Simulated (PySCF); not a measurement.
Species: C3H6ClFSi.
SMILES with atom numbers: `[F:1][SiH2:2][CH2:3]/[CH:4]=[CH:5]\[Cl:6]` (hydrogens: H7, H8 on Si2; H9, H10 on C3; H11 on C4; H12 on C5)

The same species was optimised twice, with GFN2-xTB and with PBE0-D3(BJ)/def2-SVP (PySCF), and the same property calculations (PySCF, gas phase) were run on both structures.

| coordinate | GFN2-xTB | PBE0-D3(BJ)/def2-SVP | change |
| --- | --- | --- | --- |
| Si2–C3 (Å) | 1.909 | 1.879 | -0.030 |
| F1–Si2 (Å) | 1.612 | 1.630 | +0.018 |
| C4=C5 (Å) | 1.324 | 1.335 | +0.011 |
| C3–C4 (Å) | 1.486 | 1.489 | +0.003 |
| C5–Cl6 (Å) | 1.727 | 1.730 | +0.003 |
| F1–Si2–C3 (°) | 106.4 | 108.2 | +1.8 |
| Si2–C3–C4 (°) | 110.7 | 111.4 | +0.7 |
| C3–C4–C5 (°) | 125.5 | 126.0 | +0.5 |
| C4–C5–Cl6 (°) | 122.8 | 123.1 | +0.3 |
| F1–Si2–C3–C4 (°) | 62 | 64 | +2 |
| Si2–C3–C4–C5 (°) | 93 | 93 | 0 |

Rotational constants: A = 4954, B = 1044, C = 969.2 MHz (GFN2-xTB) against A = 5031, B = 1019, C = 947.0 MHz (PBE0-D3(BJ)/def2-SVP). Point groups within 0.08 Å: C1 and C1.

On the GFN2-xTB structure: lowest singlet, TDDFT (eV) 6.09 [PBE0/def2-SVPD]; lowest triplet, Tamm–Dancoff (eV) 4.07 [PBE0/def2-SVPD]; isotropic polarisability (au) 75.7 [PBE0/def2-SVPD]; HOMO (eV) -7.22 [PBE0/def2-SVPD]; LUMO (eV) -0.41 [PBE0/def2-SVPD]; dipole (D) 1.00 [PBE0/def2-SVPD]; HOMO (eV) -7.21 [PBE0/pcSseg-1]; LUMO (eV) -0.30 [PBE0/pcSseg-1]; dipole (D) 0.93 [PBE0/pcSseg-1]; GIAO shielding of F1 (ppm) 398.2 [PBE0/pcSseg-1]; GIAO shielding of Si2 (ppm) 341.8 [PBE0/pcSseg-1]; GIAO shielding of C3 (ppm) 165.4 [PBE0/pcSseg-1]; GIAO shielding of C4 (ppm) 52.4 [PBE0/pcSseg-1]; GIAO shielding of C5 (ppm) 56.6 [PBE0/pcSseg-1]; GIAO shielding of Cl6 (ppm) 764.4 [PBE0/pcSseg-1].

Q: What do these properties become on the PBE0-D3(BJ)/def2-SVP structure?

A: 
```csv
property,level,on GFN2-xTB,on PBE0-D3(BJ)/def2-SVP,change
"lowest singlet, TDDFT (eV)",PBE0/def2-SVPD,6.09,6.14,+0.05
"lowest triplet, Tamm–Dancoff (eV)",PBE0/def2-SVPD,4.07,3.98,-0.09
isotropic polarisability (au),PBE0/def2-SVPD,75.7,76.9,+1.2
HOMO (eV),PBE0/def2-SVPD,-7.22,-7.23,-0.01
LUMO (eV),PBE0/def2-SVPD,-0.41,-0.44,-0.03
dipole (D),PBE0/def2-SVPD,1.00,1.08,+0.08
"energy, GFN2-xTB geometry as zero (kcal/mol)",PBE0/def2-SVPD,0.0,-2.0,-2.0
HOMO (eV),PBE0/pcSseg-1,-7.21,-7.22,-0.01
LUMO (eV),PBE0/pcSseg-1,-0.30,-0.34,-0.04
dipole (D),PBE0/pcSseg-1,0.93,1.00,+0.07
"energy, GFN2-xTB geometry as zero (kcal/mol)",PBE0/pcSseg-1,0.0,-1.5,-1.5
GIAO shielding of F1 (ppm),PBE0/pcSseg-1,398.2,394.6,-3.6
GIAO shielding of Si2 (ppm),PBE0/pcSseg-1,341.8,343.1,+1.3
GIAO shielding of C3 (ppm),PBE0/pcSseg-1,165.4,164.8,-0.6
GIAO shielding of C4 (ppm),PBE0/pcSseg-1,52.4,50.6,-1.8
GIAO shielding of C5 (ppm),PBE0/pcSseg-1,56.6,53.7,-2.9
GIAO shielding of Cl6 (ppm),PBE0/pcSseg-1,764.4,758.7,-5.7
```

The heavy atoms differ by 0.035 Å rms after alignment. Among bonds between heavy atoms Si2–C3 changes most (-0.030 Å). Changes are differences of the printed values. Neither structure is proved a minimum here.

Conformer computed: `[F:1][SiH2:2][CH2:3]/[CH:4]=[CH:5]\[Cl:6]`: F1–Si2–C3–C4 64°, Si2–C3–C4–C5 93°.
